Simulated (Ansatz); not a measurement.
Geometry optimisation, Ansatz, RKS PBE-D4/6-31G.

The input (input.yaml):

```yaml
crystal:
  periodic: [false, false, false]
  atoms:
    - { symbol: C, position_ang: [-1.04397, 1.41597, -1.29692] }
    - { symbol: Si, position_ang: [-0.20134, -0.11859, -1.43627] }
    - { symbol: Si, position_ang: [0.23931, -1.25557, 0.53016] }
    - { symbol: "N", position_ang: [0.92818, -0.34737, 1.76878] }
    - { symbol: H, position_ang: [-1.27122, 2.02301, -2.15868] }
    - { symbol: H, position_ang: [-1.35077, 1.83071, -0.34959] }
    - { symbol: H, position_ang: [0.30875, -0.89658, -2.56304] }
    - { symbol: H, position_ang: [0.10453, -2.59003, 1.10702] }
    - { symbol: H, position_ang: [1.15222, 0.63504, 1.70225] }
    - { symbol: H, position_ang: [1.13433, -0.69659, 2.6963] }
total_charge: 1
basis:
  gaussian: { orbitals: "6-31G" }
hamiltonian:
  xc: pbe
  dispersion: d4
relax:
  f_tol: 0.02
  max_steps: 40
scf:
  lower_state_search: "off"
```

Command:

```bash
$ ansatz run input.yaml --threads 1 --pin off --max-ram 2048MiB --backend cpu --events-out ev --progress --plain --runs-dir out
```

Problem. Where does it end, and by what steps?

Solution. It converged. The force dipped under the threshold on the way, but the program's further checks kept it going. Limits of this set-up: no polarisation functions, the dipole of an ion depends on the origin. After 14 steps the energy has fallen by 0.237 eV; H8 moved furthest, 0.87 Å.

```csv
step,energy less start (eV),largest force component (eV/Å),accepted
0,0.0000,0.895,yes
1,0.0226,1.284,no
2,-0.1214,0.442,yes
3,-0.1519,0.388,yes
4,-0.1771,0.319,yes
5,-0.2038,0.136,yes
6,-0.2222,0.131,yes
7,-0.2221,0.612,no
8,-0.2256,0.127,yes
9,-0.2334,0.036,yes
10,-0.2349,0.210,yes
11,-0.2324,0.207,no
12,-0.2369,0.065,yes
13,-0.2373,0.006,yes
14,-0.2375,0.020,yes
```

```xyz
10
Properties=species:S:1:pos:R:3
C -0.804 1.479 -1.350
Si -0.377 -0.226 -1.410
Si 0.461 -1.201 0.508
N 0.698 -0.305 1.959
H -1.207 1.978 -2.239
H -0.699 2.104 -0.459
H -0.495 -1.149 -2.580
H 0.866 -2.633 0.698
H 0.492 0.691 2.063
H 1.066 -0.737 2.811
```

Run time: 36 s on 1 CPU thread of a shared host.
